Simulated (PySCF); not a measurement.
## Electron correlation in S⁺ (sulfur, charge +1)

[Ne] 3s2 3p3, high-spin 4S determinant. Calculation: PySCF 2.14, in def2-QZVPPD; no relativity, point nucleus. Frozen: 1s2; 13 electrons correlated.

```
  level  correlation energy (mhartree)
   CCSD                        -296.79
    (T)                          -5.99
CCSD(T)                        -302.78
```

Diagnostics: T1 = 0.0038, D1 = 0.0145, largest double amplitude 0.043.

Cost of the coupled-cluster step: roughly 60 core-seconds, for 13 correlated electrons.

Iterations:

```
CC2 = 0
CCSD nocc = (np.int64(8), np.int64(5)), nmo = (78, 78)
frozen orbitals [[0], [0]]
max_cycle = 100
direct = 0
conv_tol = 1e-08
conv_tol_normt = 1e-06
diis_space = 8
diis_start_cycle = 0
Init t2, MP2 energy = -0.282209825946959
Init E_corr(UCCSD) = -0.28220982599974
cycle = 1  E_corr(UCCSD) = -0.292726895042074  dE = -0.010517069  norm(t1,t2) = 0.03551
cycle = 2  E_corr(UCCSD) = -0.295750787244615  dE = -0.0030238922  norm(t1,t2) = 0.0104339
cycle = 3  E_corr(UCCSD) = -0.296811893954418  dE = -0.00106110671  norm(t1,t2) = 0.00378894
cycle = 4  E_corr(UCCSD) = -0.296800415699783  dE = 1.14782546e-05  norm(t1,t2) = 0.000482193
cycle = 5  E_corr(UCCSD) = -0.296792298502385  dE = 8.1171974e-06  norm(t1,t2) = 5.88378e-05
cycle = 6  E_corr(UCCSD) = -0.296793665268015  dE = -1.36676563e-06  norm(t1,t2) = 1.11885e-05
cycle = 7  E_corr(UCCSD) = -0.296793633704184  dE = 3.15638313e-08  norm(t1,t2) = 2.43086e-06
cycle = 8  E_corr(UCCSD) = -0.296793610984277  dE = 2.27199067e-08  norm(t1,t2) = 4.8789e-07
cycle = 9  E_corr(UCCSD) = -0.29679361686453  dE = -5.88025267e-09  norm(t1,t2) = 1.13296e-07
UCCSD converged
E(UCCSD) = -397.4704103240309  E_corr = -0.2967936168645295
UCCSD(T) correction = -0.0059852263703091
```

This basis was not built for core-valence correlation, so the inner-shell part is incomplete.
